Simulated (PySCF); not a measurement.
An element was calculated at UHF (PySCF 2.14, spin-free X2C, a triple-zeta basis, no spin-orbit coupling), in the ground configurations that NIST lists.

```
first ionisation energy  : 5.962 eV
second ionisation energy : 15.761 eV
third ionisation energy  : 27.252 eV
```

Task: Which element is it?

Result: Rhenium (Re, Z = 75), in x2c-TZVPPall. NIST lists 7.834, 16.6 ± 0.5, 27 ± 1.6 eV for these ionisation energies.
